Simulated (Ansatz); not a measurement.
**Forces on a displaced structure**

AlHSCl$_{2}$ (SMILES [SH][Al]([Cl])[Cl]), closed shell, displaced at random from its PBE0-D4/def2-TZVP minimum.

```xyz
5
angstrom
S -0.0910 1.8984 0.2500
Al 0.2925 -0.4576 0.0416
Cl 1.7223 -1.2688 1.2198
Cl -1.0287 -1.7262 -0.8545
H -1.0992 1.6801 -0.5154
```

Program: Ansatz 0.2.0. Basis: def2-TZVPP. Cores are frozen in the correlated methods.

CCSD(T) forces from the calculation:
| atom | Fx | Fy | Fz (eV/Å) |
| --- | --- | --- | --- |
| S1 | 1.708 | -2.088 | 0.608 |
| Al2 | -0.671 | 2.912 | 0.469 |
| Cl3 | 1.010 | -0.433 | 0.584 |
| Cl4 | -0.549 | -0.367 | -0.584 |
| H5 | -1.498 | -0.024 | -1.077 |

Root-mean-square difference of the force components from those of CCSD(T): PBE-D4 0.151; r2SCAN-D4 0.064; PBE0-D4 0.078; wB97M-V 0.057 eV/Å.

No T1 diagnostic of these runs exceeds 0.010.

For scale, one of the runs: CCSD(T)/def2-TZVPP forces, 182 basis functions, launched by `ansatz run in.yaml --threads 4 --pin off --events-out ev --progress --plain --max-ram 8704MiB`. The run took 3.4 min on 4 CPU threads of an Arm Neoverse N1 (shared host), with 2.8 GiB of host memory at its peak.
